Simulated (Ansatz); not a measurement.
`O[P]([AlH2])[SiH3]` + `[NH2][AlH2]` → `[AlH2][NH][AlH2]` + `OP[SiH3]`  (cleavage of the Al–P bond)

Gas-phase electronic energies from Ansatz, PBE0-D4/def2-TZVP geometries. CCSD(T)/CBS adds triple-zeta CCSD(T) − MP2 to the extrapolated MP2 energy (def2 sets, frozen cores). This one scheme is used for every species. Functionals use def2-TZVPP. Each species was taken in one conformer, which may not be the lowest.

| species | CAM-B3LYP-D4 energy (Eh) |
| --- | --- |
| `O[P]([AlH2])[SiH3]` | -952.16686 |
| `[NH2][AlH2]` | -299.62466 |
| `[AlH2][NH][AlH2]` | -542.68964 |
| `OP[SiH3]` | -709.12460 |

Work out ΔE.

ΔE = (-542.68964) + (-709.12460) − (-952.16686) − (-299.62466) = -0.02272 Eh = -59.7 kJ/mol. CCSD(T)/CBS gives -54.7 kJ/mol.

What do rigid-rotor, harmonic-oscillator terms from PBE0-D4/def2-TZVP frequencies (298.15 K, 1 bar) make of the CCSD(T)/CBS value? (Best estimate.)

Computed: ΔZPE = -3.4 kJ/mol, ΔH = -60.2 kJ/mol, ΔS = -9 J/(mol·K), ΔG = -57.6 kJ/mol.

Largest T1 diagnostic among the species: 0.014.

From PBE to PBE0 (25 % exact exchange), in def2-TZVPP and without D4, ΔE moves by −4.1 kJ/mol. The D4 term adds +3.5 kJ/mol with B3LYP and +2.0 kJ/mol with PBE0; it sums over pairs of atoms, weighted by their polarisabilities, and B3LYP, whose exchange is more repulsive, gets the larger term.

B3LYP here is the variant with VWN-RPA as its local correlation; programs differ in this.
